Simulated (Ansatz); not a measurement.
Isomers of C$_{3}$H$_{7}$NOSi, relaxed with PBE0-D4/def2-TZVP in Ansatz; electronic energies, one conformer each and not always the lowest. Functionals use def2-TZVPP; CBS adds triple-zeta CCSD(T) − MP2 to the MP2 limit of def2-TZVPP and def2-QZVPP.

(1) Order them by energy at frozen-core CCSD(T)/CBS, lowest first. (Best estimate.)
A. `CO[SiH](C)C#N`
B. `C[SiH2]C1N=CO1`
C. `COC1=N[SiH]1C`
D. `C/C=C1\N[SiH2]O1`
E. `C=C1O[Si]1(C)N`
F. `C=C1O[SiH2]C1N`

(2) How do PBE0-D4, HF/CBS(def2), PBE-D4, MP2/CBS(def2) place them (kJ/mol, against `CO[SiH](C)C#N`)? (Estimate.)

Answers

(1) A (0.0 kJ/mol), E (65.0 kJ/mol), D (84.2 kJ/mol), F (171.6 kJ/mol), C (236.7 kJ/mol), B (268.5 kJ/mol).

(2) Ansatz gave: 
| isomer | PBE0-D4 | HF/CBS(def2) | PBE-D4 | MP2/CBS(def2) |
| --- | --- | --- | --- | --- |
| `C=C1O[Si]1(C)N` | 35.7 | 115.1 | 29.1 | 63.0 |
| `COC1=N[SiH]1C` | 197.5 | 274.3 | 186.8 | 240.0 |
| `C/C=C1\N[SiH2]O1` | 48.3 | 106.2 | 53.0 | 83.6 |
| `C[SiH2]C1N=CO1` | 230.2 | 314.0 | 219.6 | 276.4 |
| `C=C1O[SiH2]C1N` | 134.8 | 209.3 | 133.2 | 176.2 |
